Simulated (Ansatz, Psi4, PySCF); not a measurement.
trisilylphosphine (H9PSi3), singlet, geometry from GFN2-xTB. Base run: R2SCAN/cc-pVDZ run with PySCF.

Geometry (Å):
```xyz
13

Si    -0.7315     1.8231    -0.4079
P      0.1882    -0.1735    -0.7373
Si     1.8647    -0.1624     0.7221
Si    -1.2753    -1.5297     0.2423
H      0.2366     2.8145    -0.8700
H     -1.0548     2.0712     1.0004
H     -1.9551     1.8602    -1.2049
H      2.8230     0.8366     0.2557
H      2.4434    -1.5036     0.7095
H      1.4289     0.1719     2.0814
H     -0.6847    -2.8657     0.2316
H     -2.4968    -1.4798    -0.5572
H     -1.5750    -1.1361     1.6224
```
All else is at PySCF's defaults.

The same geometry, method and basis name were run in Ansatz (a first-principles code) and Psi4 and PySCF, at each program's defaults and at the settings that a row names. The base is PySCF at its defaults. Differences at the defaults can come from grids, fitting, cores and function types together.

```
code and settings                                                                             ΔE vs base (µEh)  basis functions       E (Eh)  SCF cycles  dipole (D)
--------------------------------------------------------------------------------------------  ----------------  ---------------  -----------  ----------  ----------
PySCF, defaults (exact integrals, its default grid, spherical functions)                                   0.0              117  -1215.12086           9        0.69
Psi4, defaults (density fitting with its default set, its default grid, spherical functions)              -175              117  -1215.12103           8        0.69
Ansatz, defaults (factorised integrals, its default grid, spherical functions)                           -68.5              117  -1215.12093           -           -
PySCF, density fitting with def2-universal-jkfit                                                          -199              117  -1215.12106           9        0.69
PySCF, fine grid                                                                                         -80.8              117  -1215.12094           9        0.69
Psi4, exact integrals, spherical functions, fine grid                                                     24.5              117  -1215.12083          10        0.69
Ansatz, high accuracy                                                                                    -68.0              117  -1215.12093           -           -
```
